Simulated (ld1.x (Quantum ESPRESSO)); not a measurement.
## Transferability test, PAW potential for Te (Z = 52)

tellurium (Te), PAW, made with ld1.x (Quantum ESPRESSO) 7.5 (LDA (PZ), scalar-relativistic). Core [Kr], reference 4d10 5s2 5p3.5 (charge +0.5). Waves: 5s (bound): rcut 1.40, rcutus 1.75 bohr; 5s channel at -0.75 Ry: rcut 1.40, rcutus 1.75 bohr; 5p (bound): rcut 1.65, rcutus 1.95 bohr; 5p channel at 0.3 Ry: rcut 1.65, rcutus 1.95 bohr; 4d (bound): rcut 1.15, rcutus 1.30 bohr; 4d channel at -1.25 Ry: rcut 1.15, rcutus 1.30 bohr. Local part: all-electron potential smoothed inside 1.45 bohr (lloc = -1). Core correction: Bessel-smoothed model core, default radius (core density twice the valence density). Augmentation charge: BESSEL, radius 0.95 bohr.

Energies are relative to the spin-unpolarised reference configuration 4d10 5s2 5p3.5; without spin polarisation the order of configurations can differ from experiment. Spin-polarised rows fill each open shell by Hund’s rule, majority spin first. The frozen-core shift is the all-electron ΔE with the core orbitals held at their reference shape minus the fully relaxed ΔE.

```
          valence configuration  charge  ΔE all-electron (eV)  error AE − PS (meV)  frozen-core shift (meV)
                   4d10 5s2 5p3      +1                 5.931                 -1.6                     +1.2
                   4d10 5s2 5p2      +2                24.105                 -6.6                     +5.6
                    4d9 5s2 5p4      +1                45.328                 -115                     +155
                   4d10 5s1 5p4      +1                15.861                 -2.4                     +1.6
                 4d10 5s2 5p4.3    -0.3                -5.501                 +1.5                     -1.0
                   4d10 5s2 5p0      +4                88.243                  -31                      +32
4d10 5s2 5p3.5 (spin-polarised)    +0.5                -0.824                 +1.3                     +0.3
  4d10 5s2 5p4 (spin-polarised)       0                -4.464                 +1.8                     -0.6
```

Q: What are ΔE and the potential's error for 4d10 5s2 5p4?

A: ΔE = -3.985 eV all-electron; the error (AE − PS) is +1.0 meV.

A variational frozen-core shift is positive and of second order in the change. This column holds negative values, so the frozen-core run of ld1.x carries numerical noise or an error of first order here, and the column gives no more than the rough size of the effect.

Note: ghost state, extra bound levels that the all-electron valence spectrum of the same l lacks: s at -94.2 eV. A true bound ghost makes a file unfit for plane-wave use.
